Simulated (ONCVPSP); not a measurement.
# C, ONCV: configuration errors across variants

ONCVPSP 4.0.1 input, shortened (lines: element, Z, core and valence counts, functional; n l f; lmax; l rc ep ncon nbas qcut; lloc lpopt rc5 dvloc0; l nproj debl; icmod fcfact rcfact), PBEsol, fully relativistic:

```
  C 6.00    1    2  -116133      upf
    1    0    2.00
    2    0    2.00
    2    1    2.00
    1
    0    1.25    0.00    4    6    5.70
    1    2.50    0.00    3    7    5.30
    4    5    0.80    0.00
    0    1    3.90
    1    3    2.70
    0    0.00    0.00
```

Open shells are filled in proportion to 2j + 1.

All-electron excitation energies from the reference (eV): (1) 2s2 2p1 10.789; (2) 2s2 2p0 34.807; (3) 2s1 2p0 82.771; (4) 2s2 2p1.5 3.933.

2 further variants failed, have other tests or another functional or relativity, and are left out.

A true bound ghost makes a file unfit for plane-wave use even where its test errors are small: the radial tests pick states by their node count and pass the ghost by.

Errors AE − PS in meV (a dash: test not solved or not reliable):

| change | (1) | (2) | (3) | (4) | bound ghosts | GHOST(+) flags above zero |
| --- | --- | --- | --- | --- | --- | --- |
| base | +96 | +746 | +1467 | +15 | p3/2, p1/2 | none |
| s: qcut 5.6; p: qcut 5.2 | +99 | +770 | +1513 | +16 | p3/2, p1/2 | none |
| p: qcut 5.5 | +88 | +699 | +1380 | +14 | p3/2, p1/2 | none |
| p: rc 3.58 | +10 | +1556 | +2939 | -40 | p3/2, p1/2 | none |

**Question.** Give the same row for: p: debl 5.2.

**Answer.** +26, +743, +1464, -0.3; bound ghosts: none; GHOST(+) flags above zero: p3/2.
